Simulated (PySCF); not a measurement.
29Si chemical shifts

Method: geometry: GFN2-xTB, shieldings: GIAO PBE0/pcSseg-1, in PySCF 2.14.0 with density-fitted response routines (gas phase, one conformer, non-relativistic, rapidly exchanging positions averaged).

Shieldings were converted by a linear fit to measured shifts: 29Si: δ = 279.94 − 0.822σ (rms 8.9 ppm, 72 shifts, 25.8 ppm with the 6 outliers that the fit left out vs TMS, solution or neat liquid). Occasional misses reach two or three times the rms, and more in compound classes unlike the fitted ones.

**Question.** Give the 29Si shifts of `[SiH3]O[SiH2][SiH2]S[SiH3]`, `C/C=N/[SiH2]N`, `CSc1cc(O[SiH3])cs1`.

**Answer.** 
```csv
compound,environment,δ (ppm)
[SiH3:1][O:2][SiH2:3][SiH2:4][S:5][SiH3:6],"Si3: silicon bonded to O, Si, 2 H",-31.7
[SiH3:1][O:2][SiH2:3][SiH2:4][S:5][SiH3:6],"Si1: silicon bonded to O, 3 H",-40.7
[SiH3:1][O:2][SiH2:3][SiH2:4][S:5][SiH3:6],"Si6: silicon bonded to S, 3 H",-50.2
[SiH3:1][O:2][SiH2:3][SiH2:4][S:5][SiH3:6],"Si4: silicon bonded to S, Si, 2 H",-59.1
C/C=N/[SiH2]N,"silicon bonded to 2 N, 2 H",-42.4
CSc1cc(O[SiH3])cs1,"silicon bonded to O, 3 H",-40.2
```

**Question.** Match the shifts 8.3, -24.5, -42.4, -57.8 ppm to `N#Cc1ccpc([SiH3])n1`, `O=C/C=C/[SiH]1SCCS1`, `C/C=N/[SiH2]N`, `FC(F)C/C=C/[SiH2]Cl`.

**Answer.** 8.3: O=C/C=C/[SiH]1SCCS1 (silicon bonded to C, 2 S, H, in a 5-membered ring); -24.5: FC(F)C/C=C/[SiH2]Cl (silicon bonded to C, Cl, 2 H); -42.4: C/C=N/[SiH2]N (silicon bonded to 2 N, 2 H); -57.8: N#Cc1ccpc([SiH3])n1 (silicon bonded to C, 3 H).
